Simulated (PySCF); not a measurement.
Sb(Br)2(Me) (CH3Br2Sb), SMILES [CH3][Sb]([Br])[Br].

Geometry optimised at PBE0-D3(BJ)/def2-SVP. The structure was generated by enumeration; whether it is a known compound was not checked. The def2 effective core potentials stand for the cores of Sb; spin–orbit coupling is left out.

These are M06-2X/def2-TZVP (PySCF) values and carry that method's errors.

Symmetry labels are those of the subgroup Cs that the program uses (full group Cs).

Computed valence orbital energies around the gap with their symmetry:
| orbital | symmetry | energy (eV) |
|---|---|---|
| HOMO−7 | A' | -13.53 |
| HOMO−6 | A" | -11.30 |
| HOMO−5 | A' | -11.15 |
| HOMO−4 | A' | -10.46 |
| HOMO−3 | A" | -9.67 |
| HOMO−2 | A' | -9.65 |
| HOMO−1 | A" | -9.41 |
| HOMO | A' | -8.62 |
| LUMO | A' | -1.08 |
| LUMO+1 | A" | -0.86 |
| LUMO+2 | A' | 0.67 |
| LUMO+3 | A' | 2.20 |
